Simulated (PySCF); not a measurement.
NMR data simulated for an unnamed compound:

1H NMR (400 MHz, computed): δ 5.03 (d, 2H), 3.69 (d, 6H), 3.08 (m, 1H), 2.44 (s, 6H).

13C{1H} NMR (computed): δ 42.4 (CH3).

Non-relativistic Hamiltonian, equivalent nuclei averaged, in vacuum, one computed conformer. Geometry: PBE0-D3(BJ)/def2-SVP; σ from GIAO-PBE0/pcSseg-1; PySCF.

References, each an isolated molecule treated in the same way: 1H (σref 31.27) and 13C (σref 184.41) against TMS.

Question: Which of these does the molecule contain: an N-methyl group, a Si–H bond, an amide, a CF3 group, a nitrile?

Answer: 
- An N-methyl group: yes (δC 42.4; δH 2.44 (s)).
- A Si–H bond: yes (δH 5.03 (d)).
- An amide: no.
- A CF3 group: no.
- A nitrile: no.

The data belong to SMILES CN(C)[SiH2][SiH]([SiH3])[SiH3], C₂H₁₅NSi₄; they needn't prove each group on their own.

Carbon signals by region: 1 below 50 ppm.

Shifts are as computed. Against solution values, carbons near 30 ppm lie about +2 ppm off and those near 130 ppm about +5 ppm. Of 1211 compounds with measured shifts, 218 miss one by over three times the rms of a fit or turn the order of signals round; such compounds aren't used in these exercises. No couplings were computed; multiplicities are counted from neighbouring protons, with m where these are inequivalent, close in shift, in a saturated or five-membered ring or joined by F or P, and br s for small geminal =CH2 splittings.
